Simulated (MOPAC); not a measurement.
MOPAC input (MNDO):

```
MNDO 1SCF CHARGE=1 GEO-OK AUX(PRECISION=9) THREADS=1
C2H7GeO2

C     2.89565900 1    0.21619300 1   -0.39280100 1
C     1.57651200 1    0.03766900 1    0.25905300 1
O     1.24391200 1   -0.16651000 1    1.36389300 1
O     0.44371200 1    0.14138100 1   -0.69983400 1
Ge   -1.42739100 1   -0.06705000 1   -0.03988800 1
H     2.95419300 1    1.19968100 1   -0.86440100 1
H     3.04449800 1   -0.54692100 1   -1.15999500 1
H     3.66941600 1    0.12790500 1    0.36526100 1
H     0.66262600 1    0.31024600 1   -1.63074500 1
H    -2.09133100 1    0.12838500 1   -1.39751100 1
H    -1.51485900 1    1.08646900 1    0.94427900 1
H    -1.38204500 1   -1.48229200 1    0.50954400 1
```

From the output:

```
                                                       MOPAC v23.2.5 Linux

          FINAL HEAT OF FORMATION =         87.71350 KCAL/MOL =     366.99328 KJ/MOL

          COSMO AREA              =        137.23 SQUARE ANGSTROMS
          COSMO VOLUME            =        127.23 CUBIC ANGSTROMS

          IONIZATION POTENTIAL    =         16.923502 EV
          HOMO LUMO ENERGIES (EV) =        -16.924 -4.589
          NO. OF FILLED LEVELS    =         15
          MOLECULAR WEIGHT        =        135.6661         POINT GROUP:  Cs

          MOLECULAR DIMENSIONS (Angstroms)

            Atom       Atom       Distance
            H    10    H     8     6.02441
            H     6    H    12     3.72350
            H    11    H     7     3.54323

          SCF CALCULATIONS        =          1

   ATOM   CHEMICAL          X               Y               Z
  NUMBER   SYMBOL      (ANGSTROMS)     (ANGSTROMS)     (ANGSTROMS)

     1       C          2.89565900  *   0.21619300  *  -0.39280100  *
     2       C          1.57651200  *   0.03766900  *   0.25905300  *
     3       O          1.24391200  *  -0.16651000  *   1.36389300  *
     4       O          0.44371200  *   0.14138100  *  -0.69983400  *
     5      Ge         -1.42739100  *  -0.06705000  *  -0.03988800  *
     6       H          2.95419300  *   1.19968100  *  -0.86440100  *
     7       H          3.04449800  *  -0.54692100  *  -1.15999500  *
     8       H          3.66941600  *   0.12790500  *   0.36526100  *
     9       H          0.66262600  *   0.31024600  *  -1.63074500  *
    10       H         -2.09133100  *   0.12838500  *  -1.39751100  *
    11       H         -1.51485900  *   1.08646900  *   0.94427900  *
    12       H         -1.38204500  *  -1.48229200  *   0.50954400  *

                             CARTESIAN COORDINATES

   1    C        2.895659000     0.216193000    -0.392801000
   2    C        1.576512000     0.037669000     0.259053000
   3    O        1.243912000    -0.166510000     1.363893000
   4    O        0.443712000     0.141381000    -0.699834000
   5   Ge       -1.427391000    -0.067050000    -0.039888000
   6    H        2.954193000     1.199681000    -0.864401000
   7    H        3.044498000    -0.546921000    -1.159995000
   8    H        3.669416000     0.127905000     0.365261000
   9    H        0.662626000     0.310246000    -1.630745000
  10    H       -2.091331000     0.128385000    -1.397511000
  11    H       -1.514859000     1.086469000     0.944279000
  12    H       -1.382045000    -1.482292000     0.509544000

           Empirical Formula: C2 H7 O2 Ge  =    12 atoms

      MOLECULAR POINT GROUP   :   Cs

                  EIGENVALUES
 -51.60428 -46.32127 -37.98570 -27.96298 -24.89514 -23.51867 -21.94148 -21.24002
 -20.53213 -19.63603 -19.04448 -18.70737 -17.50872 -16.98439 -16.92350  -4.58883
  -4.47048  -3.44279  -2.75776  -2.46944  -2.41226  -1.58170  -0.88990  -0.86433
  -0.33936   0.73645   1.77795

              NET ATOMIC CHARGES AND DIPOLE CONTRIBUTIONS

  ATOM NO.   TYPE          CHARGE      No. of ELECS.   s-Pop       p-Pop
    1          C           0.010548        3.9895     1.20613     2.78332
    2          C           0.389529        3.6105     1.24984     2.36063
    3          O          -0.176788        6.1768     1.87143     4.30535
    4          O          -0.461344        6.4613     1.76308     4.69827
    5         Ge           1.752023        2.2480     0.92086     1.32711
    6          H           0.060134        0.9399     0.93987
    7          H           0.060133        0.9399     0.93987
    8          H           0.082615        0.9174     0.91738
    9          H           0.298302        0.7017     0.70170
   10          H          -0.348017        1.3480     1.34802
   11          H          -0.333567        1.3336     1.33357
   12          H          -0.333567        1.3336     1.33357
 DIPOLE           X         Y         Z       TOTAL
 POINT-CHG.     1.940     0.498    -2.349     3.087
 HYBRID         0.269     0.174    -0.947     1.000
 SUM            2.209     0.672    -3.296     4.024

          ATOMIC ORBITAL ELECTRON POPULATIONS

     Atom    s        px        py        pz
    1  C   1.20613   0.83798   0.97921   0.96613
    2  C   1.24984   0.81847   0.73863   0.80353
    3  O   1.87143   1.74586   1.32665   1.23285
    4  O   1.76308   1.48255   1.93383   1.28189
    5 Ge   0.92086   0.26053   0.54839   0.51820
    6  H   0.93987
    7  H   0.93987
    8  H   0.91738
    9  H   0.70170
   10  H   1.34802
   11  H   1.33357
   12  H   1.33357

 **********************
 *                    *
 * JOB ENDED NORMALLY *
 *                    *
 **********************

 == MOPAC DONE ==
```

The dipole moment of an ion depends on the origin.

The geometry given is a B3LYP-D3(BJ)/def2-TZVP minimum.
